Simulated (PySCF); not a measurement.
Working with the constants of SrCd⁺

LDA constants of SrCd⁺, ²Σ⁺ (doublet), unpaired electrons σ ↑ (basis Sr def2-SVPD with ECP28, Cd def2-SVPD with ECP28; scalar-relativistic core potentials; PySCF 2.14; masses 87.9056 and 113.9034 u):

- ωe: 85.0 cm⁻¹
- ωexe: 0.373 cm⁻¹
- Be: 0.029279 cm⁻¹
- αe: 0.000156 cm⁻¹
- D (centrifugal): 1.39e-08 cm⁻¹
- De to Sr⁺ + Cd: 0.57 eV

Q: Give the vibrational terms G(v) and spacings up to v = 6.

A: G(v) = ωe(v+½) − ωexe(v+½)².

```json
{"v": "0", "G(v) (cm⁻¹)": "42.4", "G(v) − G(v−1)": "", "Bv (cm⁻¹)": "0.02920"}
{"v": "1", "G(v) (cm⁻¹)": "126.7", "G(v) − G(v−1)": "84.3", "Bv (cm⁻¹)": "0.02904"}
{"v": "2", "G(v) (cm⁻¹)": "210.2", "G(v) − G(v−1)": "83.5", "Bv (cm⁻¹)": "0.02889"}
{"v": "3", "G(v) (cm⁻¹)": "292.9", "G(v) − G(v−1)": "82.8", "Bv (cm⁻¹)": "0.02873"}
{"v": "4", "G(v) (cm⁻¹)": "374.9", "G(v) − G(v−1)": "82.0", "Bv (cm⁻¹)": "0.02858"}
{"v": "5", "G(v) (cm⁻¹)": "456.2", "G(v) − G(v−1)": "81.3", "Bv (cm⁻¹)": "0.02842"}
{"v": "6", "G(v) (cm⁻¹)": "536.7", "G(v) − G(v−1)": "80.5", "Bv (cm⁻¹)": "0.02826"}
```

Q: How well does the Morse estimate ωe²/(4ωexe) reproduce De, and what is D0?

A: It gives 0.60 eV, 105 % of the computed De. D0 = De − G(0) = 0.57 − 0.01 = 0.56 eV.

Spin–orbit coupling is left out. For an ion De counts to the pair picked by the measured ionisation energies or electron affinities, which need not be the lowest pair at this level. The state is the lowest determinant that a PBE0 search found; another state may lie lower at other levels.
